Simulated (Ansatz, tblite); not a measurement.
Cost and result up the ladder for GeMe2(NEt2)2 (C₁₀H₂₆GeN₂) (39 atoms). Total charge 0; singlet. Geometry: PBE-D4/def2-SVP.

```xyz
39

Ge   -0.3479   -0.3955   -0.9718
C    -0.6470   -2.3052   -1.3431
H    -1.6774   -2.4951   -1.7049
H    -0.4714   -2.9169   -0.4367
H     0.0636   -2.6319   -2.1275
C    -0.7354    0.7178   -2.5477
H    -0.5181    1.7835   -2.3391
H    -1.8105    0.6221   -2.7966
H    -0.1437    0.4020   -3.4301
N     1.3965   -0.0153   -0.4583
C     1.9023   -0.5439    0.7985
C     2.7132   -1.8407    0.6675
C     2.3351    0.7238   -1.2869
C     2.5466    2.1800   -0.8488
H     1.0354   -0.7150    1.4754
H     2.5256    0.2275    1.3126
H     2.0890   -2.6608    0.2561
H     3.5811   -1.7100   -0.0125
H     3.1086   -2.1700    1.6511
H     3.3231    0.2027   -1.3093
H     1.9857    0.7121   -2.3413
H     1.6016    2.7564   -0.9264
H     2.8863    2.2388    0.2061
H     3.3127    2.6850   -1.4750
N    -1.4010    0.0458    0.4916
C    -1.2712    1.3658    1.0883
C    -2.3462    2.3701    0.6508
C    -2.3824   -0.8505    1.0799
C    -1.9013   -1.5670    2.3496
H    -0.2634    1.7640    0.8330
H    -1.2774    1.2847    2.2025
H    -2.2995    2.5510   -0.4429
H    -3.3662    1.9989    0.8835
H    -2.2215    3.3449    1.1671
H    -3.3205   -0.2903    1.3111
H    -2.6855   -1.6112    0.3291
H    -1.0383   -2.2281    2.1275
H    -1.5738   -0.8410    3.1226
H    -2.7066   -2.1890    2.7950
```

Ansatz on 2 threads of AMD EPYC 7R13 on a shared host and a share (18 GiB) of an NVIDIA H100 80GB HBM3; xTB runs through tblite on one thread. Times are rough, summed over both states, and most runs start from the orbitals of an earlier one. PBE0-D4/def2-TZVP serves as the yardstick here, not as an exact answer. The other state is a triplet.

The xTB rows come from tblite. Single mean-field runs in def2-TZVP are fitted with def2-universal-jkfit.

xTB has no spin-polarisation term.

| level | functions | wall time | vertical triplet (eV) | difference from PBE0-D4/def2-TZVP (eV) |
| --- | --- | --- | --- | --- |
| GFN2-xTB | 83 | 0.071 s | 6.12 | 0.72 |
| GFN1-xTB | 109 | 0.13 s | 5.65 | 0.25 |
| PBE-D4/def2-TZVP (with forces) | 576 | 19 s | 4.66 | -0.74 |
| PBE0-D4/def2-TZVP | 576 | 25 s | 5.40 | 0.00 |
| r2SCAN-D4/def2-TZVP (with forces) | 576 | 29 s | 5.08 | -0.32 |
